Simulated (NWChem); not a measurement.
System: C$_{3}$H$_{7}$NSi; SMILES C#CC[SiH2]N

Parts of the log:

```
             Northwest Computational Chemistry Package (NWChem) 7.3.0
             --------------------------------------------------------

 C1  symmetry detected

                             Geometry "geometry" -> ""
                             -------------------------

 Output coordinates in angstroms (scale by  1.889725989 to convert to a.u.)

  No.       Tag          Charge          X              Y              Z
 ---- ---------------- ---------- -------------- -------------- --------------
    1 C                    6.0000     0.64949619    -2.45793211     0.23088019
    2 C                    6.0000    -0.14084282    -1.59775609    -0.08368421
    3 C                    6.0000    -1.03849297    -0.50320451    -0.43156196
    4 Si                  14.0000    -0.38535522     1.14335222     0.27395671
    5 N                    7.0000     1.23105236     1.35351962    -0.31613545
    6 H                    1.0000     1.31568973    -3.24685770     0.49494835
    7 H                    1.0000    -2.04802710    -0.68938330    -0.04000785
    8 H                    1.0000    -1.12679222    -0.40888039    -1.52183464
    9 H                    1.0000    -1.20145517     2.28201442    -0.23075269
   10 H                    1.0000    -0.55917437     1.08311750     1.75770830
   11 H                    1.0000     1.68657188     2.25314843    -0.21962250
   12 H                    1.0000     1.88983148     0.59862899    -0.15668882

 Effective nuclear repulsion energy (a.u.)     203.8525056131

  xc_inp: hfexch multiplicative factor not found.

                                 NWChem DFT Module
                                 -----------------

 Summary of "ao basis" -> "ao basis" (spherical)
 ------------------------------------------------------------------------------
       Tag                 Description            Shells   Functions and Types
 ---------------- ------------------------------  ------  ---------------------
 C                         def2-tzvp                11       31   5s3p2d1f
 Si                        def2-tzvp                13       37   5s5p2d1f
 N                         def2-tzvp                11       31   5s3p2d1f
 H                         def2-tzvp                 4        6   3s1p

            General Information
            -------------------
          SCF calculation type: DFT
          Wavefunction type:  closed shell.
          No. of atoms     :    12
          No. of electrons :    46
           Alpha electrons :    23
            Beta electrons :    23
          Charge           :     0
          Spin multiplicity:     1
          Use of symmetry is: off; symmetry adaption is: off
          Maximum number of iterations: 150
          AO basis - number of functions:   203
                     number of shells:    85
          Convergence on energy requested:  1.00D-06
          Convergence on density requested:  1.00D-05
          Convergence on gradient requested:  5.00D-04

              XC Information
              --------------
                     Hartree-Fock (Exact) Exchange  1.000

      Superposition of Atomic Density Guess
      -------------------------------------

 Sum of atomic energies:        -459.65961132

      Non-variational initial energy
      ------------------------------

 Total energy =    -462.333618
 1-e energy   =   -1033.296192
 2-e energy   =     367.110069
 HOMO         =      -0.306956
 LUMO         =       0.035869

------------------------------------------------------------
EAF file 0: "./job.aoints.0" size=853016576 bytes
------------------------------------------------------------
               write      read    awrite     aread      wait
               -----      ----    ------     -----      ----
     calls:     1627         0         0         0         0
   data(b): 8.53e+08  0.00e+00  0.00e+00  0.00e+00
   time(s): 0.00e+00  0.00e+00  0.00e+00  0.00e+00  0.00e+00
rate(mb/s): 0.00e+00  0.00e+00
------------------------------------------------------------

     ---------------------------------------------
      Total Density - Mulliken Population Analysis
     ---------------------------------------------

    Atom       Charge   Shell Charges
 -----------   ------   -------------------------------------------------------
    1 C    6     6.36   0.86  1.12  0.60  0.48  0.10  1.25  1.47  0.45  0.01  0.00  0.01
    2 C    6     5.98   0.86  1.12  0.60  0.50  0.15  1.17  1.21  0.25  0.02  0.09  0.01
    3 C    6     6.55   0.86  1.12  0.54  0.66  0.17  1.23  1.47  0.43  0.01  0.05  0.00
    4 Si  14    13.34   2.00  0.59  1.39  0.84  0.43  4.11  1.73  0.51  1.10  0.33  0.13  0.14  0.04
    5 N    7     7.95   0.82  1.16  0.57  0.82  0.17  1.63  1.93  0.83  0.00  0.01  0.00
    6 H    1     0.75   0.22  0.42  0.09  0.02
    7 H    1     0.80   0.23  0.43  0.12  0.02
    8 H    1     0.80   0.23  0.43  0.12  0.02
    9 H    1     1.05   0.23  0.55  0.27  0.01
   10 H    1     1.07   0.23  0.55  0.28  0.01
   11 H    1     0.67   0.22  0.34  0.08  0.04
   12 H    1     0.68   0.22  0.34  0.08  0.04

   convergence    iter        energy       DeltaE   RMS-Dens  Diis-err
 ---------------- ----- ----------------- --------- --------- ---------
 d= 0,ls=0.0,diis     1   -461.0283234888 -6.65D+02  5.25D-03  4.97D-01
 d= 0,ls=0.0,diis     2   -461.0962335999 -6.79D-02  1.44D-03  8.76D-02
 d= 0,ls=0.0,diis     3   -461.1066528969 -1.04D-02  5.70D-04  9.19D-03
 d= 0,ls=0.0,diis     4   -461.1080973288 -1.44D-03  1.12D-04  2.74D-04
 d= 0,ls=0.0,diis     5   -461.1081429518 -4.56D-05  5.19D-05  3.95D-05
  Resetting Diis
 d= 0,ls=0.0,diis     6   -461.1081496825 -6.73D-06  1.55D-05  5.40D-06
 d= 0,ls=0.0,diis     7   -461.1081505920 -9.09D-07  4.74D-06  3.30D-07

         Total DFT energy =     -461.108150591958
      One electron energy =    -1037.987620534719
           Coulomb energy =      418.078116293097
    Exchange-Corr. energy =      -45.051151963447
 Nuclear repulsion energy =      203.852505613110

 Numeric. integr. density =        0.000000000000

                       DFT Final Molecular Orbital Analysis
                       ------------------------------------

 Vector   21  Occ=2.000000D+00  E=-4.063472D-01
              MO Center=  7.0D-01,  1.1D+00, -8.2D-03, r^2= 3.0D+00
   Bfn.  Coefficient  Atom+Function         Bfn.  Coefficient  Atom+Function
  ----- ------------  ---------------      ----- ------------  ---------------
   138      0.340156   5 N  pz              141      0.326426   5 N  pz
   144      0.291390   5 N  pz              187     -0.147655  10 H  s
     5      0.146347   1 C  s               188     -0.138125  10 H  s
    36     -0.126353   2 C  s               110     -0.095120   4 Si pz
   134     -0.092189   5 N  s               182      0.092460   9 H  s

 Vector   22  Occ=2.000000D+00  E=-3.855655D-01
              MO Center=  1.4D-01, -1.9D+00,  2.6D-02, r^2= 1.9D+00
   Bfn.  Coefficient  Atom+Function         Bfn.  Coefficient  Atom+Function
  ----- ------------  ---------------      ----- ------------  ---------------
     8      0.233469   1 C  pz               39      0.222057   2 C  pz
    42      0.213199   2 C  pz               11      0.208774   1 C  pz
     6     -0.151171   1 C  px               37     -0.142100   2 C  px
     9     -0.134917   1 C  px               40     -0.135311   2 C  px
    14      0.126659   1 C  pz               45      0.112540   2 C  pz

 Vector   23  Occ=2.000000D+00  E=-3.674257D-01
              MO Center=  7.3D-02, -1.4D+00,  3.7D-02, r^2= 3.2D+00
   Bfn.  Coefficient  Atom+Function         Bfn.  Coefficient  Atom+Function
  ----- ------------  ---------------      ----- ------------  ---------------
     7      0.173446   1 C  py               10      0.165785   1 C  py
    41      0.158773   2 C  py               38      0.156573   2 C  py
     6      0.147533   1 C  px                8      0.133680   1 C  pz
     9      0.123342   1 C  px               72     -0.119876   3 C  py
    69     -0.118202   3 C  py               11      0.115959   1 C  pz

 Vector   24  Occ=0.000000D+00  E= 1.211989D-01
              MO Center=  3.4D-01,  1.8D+00,  3.9D-01, r^2= 7.2D+00
   Bfn.  Coefficient  Atom+Function         Bfn.  Coefficient  Atom+Function
  ----- ------------  ---------------      ----- ------------  ---------------
    67      2.454243   3 C  s               135     -2.060722   5 N  s
    36     -1.440536   2 C  s               111      1.447658   4 Si px
     5      1.136746   1 C  s               112      1.063972   4 Si py
    98     -0.777639   4 Si s               194      0.712950  11 H  s
     4     -0.692098   1 C  s                35      0.659668   2 C  s

 Vector   25  Occ=0.000000D+00  E= 1.362643D-01
              MO Center= -3.8D-01,  1.9D-01, -3.1D-01, r^2= 9.4D+00
   Bfn.  Coefficient  Atom+Function         Bfn.  Coefficient  Atom+Function
  ----- ------------  ---------------      ----- ------------  ---------------
    67     10.270554   3 C  s                 5     -8.248075   1 C  s
    44     -4.554937   2 C  py               43      4.372032   2 C  px
    36      3.640591   2 C  s                13     -2.570738   1 C  py
    12      2.251190   1 C  px              176     -1.928504   8 H  s
    98     -1.783589   4 Si s                45      1.703526   2 C  pz

 Vector   26  Occ=0.000000D+00  E= 1.541936D-01
              MO Center= -1.1D+00,  4.8D-01,  4.7D-01, r^2= 9.2D+00
   Bfn.  Coefficient  Atom+Function         Bfn.  Coefficient  Atom+Function
  ----- ------------  ---------------      ----- ------------  ---------------
    67      2.419735   3 C  s               170     -2.141074   7 H  s
    98      1.594720   4 Si s                36     -1.458012   2 C  s
   111      1.063330   4 Si px              112     -0.987925   4 Si py
   194     -0.959919  11 H  s               113     -0.824535   4 Si pz
    74     -0.794162   3 C  px               44     -0.753325   2 C  py

[...]
```

Level: Hartree-Fock/def2-TZVP. The geometry was optimised at B3LYP/6-31G* (spherical d).

Which NWChem input produces such a log?

Several could match; the one computed here: the input that was run:
```
start job
memory heap 200 mb stack 900 mb global 1100 mb
geometry units angstroms noautoz
  C      0.637061    -2.477260     0.220903
  C     -0.141129    -1.610424    -0.105448
  C     -1.024369    -0.508350    -0.466222
  Si    -0.374045     1.130821     0.258824
  N      1.254992     1.332308    -0.298665
  H      1.292603    -3.271793     0.494639
  H     -2.042613    -0.689199    -0.095265
  H     -1.090663    -0.409002    -1.557608
  H     -1.172383     2.277082    -0.256971
  H     -0.577287     1.065760     1.738628
  H      1.714611     2.228398    -0.189496
  H      1.905400     0.572284    -0.129532
end
basis spherical
  C library def2-tzvp
  Si library def2-tzvp
  N library def2-tzvp
  H library def2-tzvp
end
dft
  xc hfexch
  iterations 150
  semidirect filesize 400000000
  mulliken
end
task dft energy
```
